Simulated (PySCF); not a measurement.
Compound: C5H11NOSi3.
InChI=1S/C5H11NOSi3/c8-10-7-9-5-1-3-6-4-2-5/h1-4H,9-10H2,8H3

Level of theory: TDDFT wB97X-D/def2-SVPD, vertical, gas phase, core orbitals frozen in the response in PySCF. Isolated species at its PBE0-D3(BJ)/def2-SVP geometry (one conformer only). Torsions of this conformer, `[SiH3:1][SiH2:2][O:3][SiH2:4][c:5]1[cH:6][cH:7][n:8][cH:9][cH:10]1`: Si1–Si2–O3–Si4 -22°, Si2–O3–Si4–C5 0°, O3–Si4–C5–C6 91°.

Computed states:

```json
{"state": "S1", "E (eV)": "4.65", "f": "0.0050"}
{"state": "S2", "E (eV)": "5.20", "f": "0.0000"}
{"state": "S3", "E (eV)": "5.34", "f": "0.041"}
{"state": "S4", "E (eV)": "6.14", "f": "0.0090"}
{"state": "S5", "E (eV)": "6.25", "f": "0.0027"}
{"state": "S6", "E (eV)": "6.71", "f": "0.0088"}
{"state": "S7", "E (eV)": "6.86", "f": "0.022"}
{"state": "S8", "E (eV)": "6.94", "f": "0.415"}
{"state": "S9", "E (eV)": "7.14", "f": "0.052"}
{"state": "S10", "E (eV)": "7.21", "f": "0.040"}
```

Each state is given a Gaussian of 0.25 eV full width at half maximum, with ε(max) = 2.175×10⁸ f / Δν̃ (Δν̃ the width in cm⁻¹). The width is an assumption, not a result. The curve ends short of the highest state used, and states not computed would add to its high-energy end.

**Question.** What does the envelope look like, and where are its maxima?

**Answer.** 
λ (nm), ε (L mol⁻¹ cm⁻¹) and a bar:
```
    187.6       1080 #######
    189.5        340 ##
    191.4        124 #
    193.2        136 #
    195.1        310 ##
    197.0        618 ####
    198.8        944 ######
    200.7       1151 ########
    202.6       1086 #######
    204.4        812 ######
    206.3        467 ###
    208.2        210 #
    210.0         79 #
    211.9         23 
    213.8          6 
    215.6          4 
    217.5         16 
    219.4         66 
    221.2        210 #
    223.1        576 ####
    225.0       1272 #########
    226.8       2233 ###############
    228.7       3347 #######################
    230.6       4169 #############################
    232.4       4363 ##############################
    234.3       3887 ###########################
    236.2       2951 ####################
    238.0       1974 ##############
    239.9       1122 ########
    241.8        556 ####
    243.6        253 ##
    245.5         98 #
    247.4         35 
    249.2         15 
    251.1         15 
    253.0         31 
    254.8         63 
    256.7        119 #
    258.6        201 #
    260.4        296 ##
    262.3        400 ###
    264.2        486 ###
    266.0        531 ####
    267.9        529 ####
    269.8        479 ###
    271.6        401 ###
    273.5        306 ##
    275.4        214 #
    277.2        142 #
    279.1         86 #
    281.0         48 
    282.8         26 
    284.7         13 
    286.6          6 
    288.4          3 
    290.3          1
```

Maxima: 267 nm (4.64 eV), ε about 540, made up of S1 (100%); 232 nm (5.34 eV), ε about 4400, made up of S3 (100%); 201 nm (6.16 eV), ε about 1200, made up of S4 (82%) and S5 (18%) (ε in L mol⁻¹ cm⁻¹; maxima over ε = 5, shares over 10%). At its high-energy end, 6.61 eV, the curve is still rising (ε about 1100, from S6, S7 and S8).

**Question.** Coming from long wavelengths, where does ε first pass 100 L mol⁻¹ cm⁻¹?

**Answer.** At about 279 nm (4.45 eV), 0.19 eV below S1.

**Question.** Does any computed singlet lie in the visible range?

**Answer.** No computed singlet lies in the visible range (380 to 750 nm); the lowest, at 267 nm, stands 1.38 eV above its violet end (3.26 eV).

**Question.** On this curve, what absorbance would a 10⁻⁵ mol/L sample give at 254 nm over a 1 cm path?

**Answer.** 254 nm is 4.881 eV, where ε is about 46 L mol⁻¹ cm⁻¹, so A = ε c l ≈ 0.00046 (Beer–Lambert, with the gas-phase spectrum and the assumed width).

The vertical ionisation energy (ΔSCF) is 9.50 eV, 2.30 eV above S10.

Hardware: Arm Neoverse V2, one thread, shared host with 64 logical CPUs at a one-minute load of 32.
